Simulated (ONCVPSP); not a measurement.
What one change does to a pseudopotential (arsenic (As), ONCV)

As (Z = 33), optimised norm-conserving Vanderbilt (ONCV), made with ONCVPSP 4.0.1 (LDA (Perdew-Wang 92), scalar-relativistic). Core [Ar] 3d10, reference 4s1.75 4p3.25. Waves: 4s: rc 1.25 bohr, ncon 3, nbas 6, qcut 4.8 1/bohr, 1 projector; 4p: rc 1.90 bohr, ncon 4, nbas 7, qcut 4.3 1/bohr, 2 projectors, debl 2.8 Ha. Local part: polynomial inside 0.95 bohr (lpopt 5, dvloc0 2 Ha). Core correction: Teter function, fcfact 3, rcfact 1.3.

Change: core correction Teter function, fcfact 5.1, rcfact 1.3.

Cutoffs: the cutoffs (Ha) at which the residual kinetic energy of the hardest occupied pseudo-wave falls to 1 and 0.1 mHa per electron; they do not see the model core or the augmentation charge, which bear on the density cutoff. Errors are all-electron minus pseudo energies relative to the spin-unpolarised reference configuration.

Question: How do hardness, ghosts and transferability respond?

Answer: The potential gets neither clearly harder nor softer (31 Ha and 70 Ha → 31 Ha and 70 Ha); both files keep a bound ghost (s); of the 4 tests that both files solve, the error grows in 3 and shrinks in 0 by more than 15 % and 0.3 meV (median size 2.9 → 8.2 meV). A model core, the more so a compact one, raises the density cutoff, which this test does not measure.

| quantity | base | changed |
| --- | --- | --- |
| cutoff, loose | 31 Ha | 31 Ha |
| cutoff, tight | 70 Ha | 70 Ha |
| bound ghosts | s | s |
| GHOST(+) flags under 300 eV | p at 158.0 eV | p at 158.0 eV |
| error for 4s2 4p3, meV [ΔE -2.35 eV] | +0.6 | +0.5 |
| error for 4s2 4p2, meV [ΔE 6.97 eV] | -0.1 | -1.1 |
| error for 4s2 4p1, meV [ΔE 25.13 eV] | -5.1 | -15 |
| error for 4s2 4p0, meV [ΔE 53.16 eV] | -20 | -65 |
| s: phases at 1.27 bohr within 0.05 rad from the reference energy up to (Ha; the scan ends near 5) | 4.8 | 4.8 |
| p: phases at 1.93 bohr within 0.05 rad from the reference energy up to (Ha; the scan ends near 5) | 4.0 | 4.0 |
| rms error of d²Exc/dni dnj with the model core, mHa | 3.22 | 1.62 |

 A true bound ghost makes a file unfit for plane-wave use even where its test errors are small: the radial tests pick states by their node count and pass the ghost by.
